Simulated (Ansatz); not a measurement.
CH4BrFOSi, SMILES `FCO[SiH2]Br`. The species carries charge 0 and has multiplicity 1. The structure was optimised at the PBE0-D4/def2-TZVP level. It is one conformer, not always the lowest.

```xyz
9

F     1.199    0.709    1.411
C     0.813    1.108    0.154
O    -0.461    0.665   -0.118
Si   -0.977   -0.894   -0.127
Br    0.375   -2.129   -1.381
H     0.807    2.200    0.135
H     1.539    0.695   -0.554
H    -0.980   -1.490    1.224
H    -2.314   -0.864   -0.745
```

(1) What is the dipole moment at B3LYP/def2-TZVPP? (Best estimate.)

(2) And with PBE, r2SCAN, ωB97M-V? (Best estimate.)

(3) Give the Mulliken charges with B3LYP, PBE, ωB97M-V in def2-TZVPP. (An estimate is asked.)

Results:

(1) Computed: 1.05 D, with components (-0.38, 0.84, -0.49) D in this frame, pointing from negative to positive charge.

(2) Ansatz gave: PBE 0.99 D, r2SCAN 1.04 D, ωB97M-V 1.05 D.

(3) Ansatz gave: 
| atom | B3LYP | PBE | ωB97M-V |
| --- | --- | --- | --- |
| F1 | -0.24 | -0.19 | -0.22 |
| C2 | 0.19 | 0.14 | 0.14 |
| O3 | -0.35 | -0.28 | -0.35 |
| Si4 | 0.52 | 0.44 | 0.41 |
| Br5 | -0.23 | -0.20 | -0.21 |
| H6 | 0.11 | 0.10 | 0.12 |
| H7 | 0.10 | 0.09 | 0.11 |
| H8 | -0.05 | -0.04 | -0.01 |
| H9 | -0.05 | -0.04 | -0.01 |

B3LYP here is the variant with VWN-RPA as its local correlation; programs differ in this.
